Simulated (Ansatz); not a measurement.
A set of 12 reactions (atomization), with CCSD(T)/CBS values in kJ/mol:

| reaction | ΔE |
| --- | --- |
| `O[Si]([SiH3])(Cl)Cl` → 2 Cl• + 4 H• + O• + 2 Si• | 2982.3 |
| `[NH2][Al]([NH2])[F]` → Al• + F• + 4 H• + 2 N• | 2931.0 |
| `BCBCl` → 2 B• + C• + Cl• + 5 H• | 3250.8 |
| `C=N[CH2][GeH3]` → 2 C• + Ge• + 7 H• + N• | 3806.8 |
| `CO/C(F)=C/F` → 3 C• + 2 F• + 4 H• + O• | 4031.6 |
| `F[SiH]([S])Cl`• → Cl• + F• + H• + S• + Si• | 1631.1 |
| `FC1(F)C=C1` → 3 C• + 2 F• + 2 H• | 2964.8 |
| `N[C](F)(F)[GeH3]` → C• + 2 F• + Ge• + 5 H• + N• | 3301.3 |
| `CC1(C)CCCCC1` → 8 C• + 16 H• | 9856.4 |
| `O=C=[N][In]([Cl])[Cl]` → C• + 2 Cl• + In• + N• + O• | 2314.0 |
| `CCOC(C)OC(C)=O` → 6 C• + 12 H• + 3 O• | 8668.2 |
| `[AlH2][CH2]C[TeH]` → Al• + 2 C• + 7 H• + Te• | 3494.1 |

Calculated with Ansatz (gas phase, PBE0-D4/def2-TZVP geometries, no zero-point term in ΔE). CBS: MP2 limit from def2 TZ/QZ plus the TZ coupled-cluster correction, frozen cores. Small cases extrapolate CCSD(T) itself. Functionals use def2-TZVPP. B3LYP here is the variant with VWN-RPA as its local correlation; programs differ in this. Open shells (•) are unrestricted, without spin–orbit coupling. Spin–orbit coupling would lower the free atoms: a little for Al, B, C, Cl, F, O, S, Si; clearly for Ge; strongly for In, Te. def2 core potentials past Kr. Bonds to Ge, In, Te are less sure, by a few kJ/mol each and by 10 to 20 or more in all where they break to atoms, as the def2 sets lack core-valence functions. Scalar relativity is left out up to krypton. Each species was taken in one conformer, which may not be the lowest.

Q: Give the mean, mean absolute and largest difference (level minus CCSD(T)/CBS, kJ/mol) for: PBE0-D4, B3LYP-D4, ωB97X-V, ωB97M-V, B2PLYP, r2SCAN, PBE0, HF/def2-TZVPP, SCS-MP2/def2-TZVPP, CCSD/def2-TZVPP, CCSD(T)/def2-TZVPP, HF/CBS(def2), MP2/CBS(def2), CCSD/CBS(def2). (Estimate.)

A: Computed: 
```
             level     mean  mean absolute  largest
           PBE0-D4     15.1           38.4     92.5
          B3LYP-D4     -8.0           14.8    -41.2
           ωB97X-V     14.5           16.6     27.7
           ωB97M-V     12.2           17.2     41.0
            B2PLYP    -47.0           47.0   -100.6
            r2SCAN      9.4           22.0     49.3
              PBE0     -4.6           35.1    -62.8
     HF/def2-TZVPP  -1141.5         1141.5  -2391.1
SCS-MP2/def2-TZVPP    -58.5           58.5   -131.0
   CCSD/def2-TZVPP   -174.8          174.8   -342.4
CCSD(T)/def2-TZVPP   -108.1          108.1   -206.0
      HF/CBS(def2)  -1135.0         1135.0  -2381.6
     MP2/CBS(def2)     82.3           82.3    166.6
    CCSD/CBS(def2)    -67.4           67.4   -136.4
```

The largest T1 diagnostic in the set is 0.018, for Al• (customary mark 0.045).

CCSD(T)/CBS is a level of theory with its own doubt, and the functionals carry their triple-zeta basis error, so these figures describe this set and don't rank the functionals.
